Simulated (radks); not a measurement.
These are the eigenvalues of the occupied orbitals of an atom or ion with whole-number occupations (eV). All-electron calculation, scalar-relativistic Kohn-Sham, BLYP, spin-polarised, spherical densities, finite nucleus; Fermi nuclear charge, rms radius of each element as measured or else 0.836 A^(1/3) + 0.57 fm. Program: a radial shooting solver on a logarithmic mesh with Libxc functionals.

orbital  eigenvalue
1s down   -65338.17
1s up     -65338.17
2s up     -11230.15
2s down   -11230.14
2p up     -9871.412
2p down   -9871.400
3s up     -2610.939
3s down   -2610.396
3p up     -2204.883
3p down   -2204.338
3d up     -1723.475
3d down   -1723.059
4s up     -579.1660
4s down   -578.1086
4p up     -445.6729
4p down   -444.6446
4d up     -272.9975
4d down   -271.9995
5s up     -127.4234
5s down   -127.0071
5p up      -93.8444
5p down    -93.5416
4f up      -82.0313
4f down    -81.1053

Which element is it, and in what charge state? The configuration may be excited. Open shells, if any, are filled with parallel spins first.

Answer. Z = 72, hafnium, charge +5: Hf5+ in [Xe] 4f13. The list shows which subshells hold electrons but not how many an open one holds; the 1s level, -2401.1 hartree, gives Z - s = 69.3 by -(Z - s)^2/2, which with screening and relativity narrows Z to a few neighbours, and the depths of the outer levels then fix element, charge and occupations together.
